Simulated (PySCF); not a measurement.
SMILES FC(F)(F)[SiH2]c1cccs1 (C5H5F3SSi) (GFN2-xTB optimised geometry):

```
15

F      0.210    -2.739    -1.039
C     -0.610    -2.624     0.027
F      0.182    -2.717     1.114
F     -1.374    -3.735     0.028
Si    -1.693    -1.008    -0.005
C     -0.479     0.404     0.000
C      0.891     0.404     0.000
C      1.454     1.694     0.000
C      0.510     2.672     0.000
S     -1.082     2.038     0.000
H     -2.474    -1.107    -1.237
H     -2.512    -1.083     1.204
H      1.477    -0.498     0.000
H      2.512     1.885     0.000
H      0.653     3.735     0.001
```

Level of theory: PBE0/def2-TZVP run with PySCF.

What are the frontier orbital energies and the dipole moment?

HOMO-2 -9.39 eV, HOMO-1 -7.66 eV, HOMO -7.31 eV, LUMO -1.16 eV, LUMO+1 -0.25 eV; dipole moment 2.73 D.

Meta-Löwdin charges at PBE0/def2-TZVP: F1 -0.28, C2 0.58, F3 -0.28, F4 -0.28, Si5 0.61, C6 -0.38, C7 -0.12, C8 -0.15, C9 -0.26, S10 0.30, H11 -0.08, H12 -0.08, H13 0.14, H14 0.14, H15 0.15.
